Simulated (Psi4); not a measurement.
Cl4Zr, charge -1, doublet, geometry from GFN2-xTB (such geometries of metal compounds can be far from the true shape) (the multiplicity is a formal guess) (core potentials on Zr) (a gas-phase anion, which may not be bound at this level), with bond 5-1 at 1.6 times its length; Psi4 1.11 with CAM-B3LYP/def2-SVP.

Psi4 was given this input:
```
memory 2 GB

molecule {
-1 2
Zr    0.00000000    0.00000000    0.00000000
Cl    1.86352882   -0.58540177   -1.27374508
Cl    0.66962024    0.48253642    2.18096969
Cl   -1.02067932    1.87758363   -0.93314247
Cl   -2.41995158   -2.83954926    0.04146858
}

set {
  basis def2-svp
  reference uks
  cholesky_tolerance 1e-3
  scf_type cd
}

energy('cam-b3lyp')
print_variables()
```

It wrote (shortened):

```
   => Loading Basis Set <=

    Name: DEF2-SVP
    Role: ORBITAL
    Keyword: BASIS

    !!!  WARNING: ECP capability is in beta. Please check occupations closely.  !!!

Traceback (most recent call last):
  File "psi4", line 375, in <module>
  File "<string>", line 28, in <module>
  File "site-packages/psi4/driver/driver.py", line 533, in energy
  File "site-packages/psi4/driver/procrouting/proc.py", line 2760, in run_scf
  File "site-packages/psi4/driver/procrouting/proc.py", line 1939, in scf_helper
  File "site-packages/psi4/driver/procrouting/proc.py", line 1433, in scf_wavefunction_factory
  File "site-packages/psi4/driver/procrouting/proc.py", line 1397, in build_functional_and_disp
  File "site-packages/psi4/driver/procrouting/dft/superfunctionals.py", line 135, in build_superfunctional

psi4.driver.p4util.exceptions.ValidationError: SCF: SCF_TYPE (CD) not supported for range-separated functionals, plese use SCF_TYPE = 'DF' to automatically select the correct JK build.

Printing out the relevant lines from the Psithon --> Python processed input file:
    core.IO.set_default_namespace("")
    core.set_global_option("BASIS", "def2-svp")
    core.set_global_option("REFERENCE", "uks")
    core.set_global_option("CHOLESKY_TOLERANCE", 1e-3)
    core.set_global_option("SCF_TYPE", "cd")
--> energy('cam-b3lyp')
    print_variables()

!----------------------------------------------------------------------------------!
!                                                                                  !
!  SCF: SCF_TYPE (CD) not supported for range-separated functionals, plese use     !
!     SCF_TYPE = 'DF' to automatically select the correct JK build.                !
!                                                                                  !
!----------------------------------------------------------------------------------!
```

The program refused the input.
